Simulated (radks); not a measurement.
Te II, configuration [Kr] 4d10 5s2 5p2 6f1 (not the ground configuration). All-electron calculation, scalar-relativistic Kohn-Sham, PBE, spin-unpolarised, spherical densities, finite nucleus; Fermi nuclear charge, rms radius 4.7423 fm. Program: a radial shooting solver on a logarithmic mesh with Libxc functionals. Some entries of the table are withheld. Estimate them.

| orbital | occ. | eigenvalue (eV) | <1/r> (bohr^-1) |
|---|---|---|---|
| 1s | 2 | -31644.65 | 55.57 |
| 2s | 2 | -4867.666 | 12.72 |
| 2p | 6 | -4371.627 | 12.19 |
| 3s | 2 | -982.7191 | 4.545 |
| 3p | 6 | (1) | 4.323 |
| 3d | 10 | (2) | 4.088 |
| 4s | 2 | -181.7861 | 1.822 |
| 4p | 6 | (3) | 1.664 |
| 4d | 10 | -58.9719 | 1.372 |
| 5s | 2 | -30.7455 | 0.6562 |
| 5p | 2 | -20.3719 | 0.5453 |
| 6f | 1 | -1.4321 | (4) |

Answer. 
(1) 3p eigenvalue (eV): -821.4523
(2) 3d eigenvalue (eV): -577.5936
(3) 4p eigenvalue (eV): -131.8057
(4) 6f <1/r> (bohr^-1): 0.07938
